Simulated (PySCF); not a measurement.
## Do core-level shifts follow atomic charges?

Compound: C₃H₇FSi.
Geometry (GFN2-xTB, Å), atoms numbered from 1 in this order:
```
atom  x, y, z in Å
F1     0.2720    2.2503   -0.4408
C2     0.3060    1.0782    0.2989
C3    -1.0254    0.3113    0.2590
C4    -0.4961   -1.1076   -0.0369
Si5    1.2418   -0.4299   -0.4686
H6     0.5982    1.3827    1.3078
H7    -1.6094    0.3889    1.1751
H8    -1.6299    0.6881   -0.5647
H9    -1.0546   -1.6260   -0.8122
H10   -0.5167   -1.7386    0.8500
H11    1.5325   -0.2688   -1.8892
H12    2.3828   -0.9294    0.2955
```

Binding energies: PySCF 2.14.0, delta-SCF UKS SCAN, pcX-2 on the ionised atom, pcseg-1 elsewhere, spin-free X2C. Charges: PBE0/pcSseg-1 ground-state density, for the ionised atom.

```json
{"atom": "C4", "environment": "sp3 carbon bound to silicon", "C 1s (eV)": "290.14", "Mulliken (e)": "-0.529", "IAO (e)": "-0.543", "Hirshfeld (e)": "-0.162", "ESP (e)": "-0.287"}
{"atom": "C3", "environment": "four-membered-ring carbon", "C 1s (eV)": "290.69", "Mulliken (e)": "-0.223", "IAO (e)": "-0.277", "Hirshfeld (e)": "-0.081", "ESP (e)": "-0.061"}
{"atom": "C2", "environment": "sp3 C–F carbon", "C 1s (eV)": "292.00", "Mulliken (e)": "-0.055", "IAO (e)": "-0.079", "Hirshfeld (e)": "-0.025", "ESP (e)": "+0.124"}
```

Question: Give the correlation coefficient and slope of binding energy on charge for each scheme.

Answer: ESP: r = 0.96, slope 4.4 eV per e; IAO: r = 0.95, slope 3.9 eV per e; Hirshfeld: r = 0.94, slope 13.1 eV per e; Mulliken: r = 0.92, slope 3.7 eV per e. On 3 points no scheme stands out.

Question: The point-charge model writes a binding energy as kq + V + constant, with V the potential of the other atoms' charges at the site. What does it give with the ESP charges?

Answer: V = Σ 14.40 eV Å × q/r over all other atoms: +3.91 eV at C4, +1.03 eV at C3, -1.35 eV at C2. Fitting binding energy − V to q gives k = 17.2 eV per e and leaves an rms residual of 0.23 eV, against 0.22 eV for the fit on q alone. The model has no term for differences in relaxation between sites.

Geometry: GFN2-xTB, one conformer, isolated molecule.
